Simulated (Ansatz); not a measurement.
Total energies of the cluster As5O6⁺ (the lowest singlet isomer of a short search) from Ansatz at PBE-D4/def2-SVP, gas phase (1 Eh = 27.2114 eV = 2625.5 kJ/mol). The reference geometry is relaxed at PBE-D4/def2-SVP.

Cartesian coordinates in Å:
```
As -1.8571 -0.0755 -2.1344
As -1.4174 -1.1031 1.0495
As 1.4583 0.8514 -1.4222
As 0.7363 1.3347 1.7250
As 1.7843 -1.2503 0.1546
O 1.8112 -0.1251 1.5734
O -0.8778 0.4737 1.6783
O -2.3290 -0.4384 -0.5157
O 0.0052 -1.7037 0.1197
O -0.1598 0.2206 -2.1848
O 0.8457 1.8158 -0.0435
```

```tsv
state	geometry	energy (Eh)
charge 1 singlet	reference	-11626.85410
charge 0 doublet	reference	-11627.07579
charge 1 triplet	relaxed at PBE-D4/def2-SVP	-11626.82046
charge 1 quintet	relaxed at PBE-D4/def2-SVP	-11626.71598
```

Work out the vertical electron affinity, to the doublet.

E(charge 1 singlet) − E(charge 0 doublet) = -11626.85410 − (-11627.07579) = 0.22169 Eh = 6.03 eV.

Which of the charge 1 states is lowest, and how far above it are the others?

The singlet. triplet: -11626.82046 − (-11626.85410) = 0.03364 Eh = 88.3 kJ/mol; quintet: -11626.71598 − (-11626.85410) = 0.13812 Eh = 362.6 kJ/mol. The quintet differs in its bonds from the reference.

The structure comes from a short search, and lower isomers may exist.
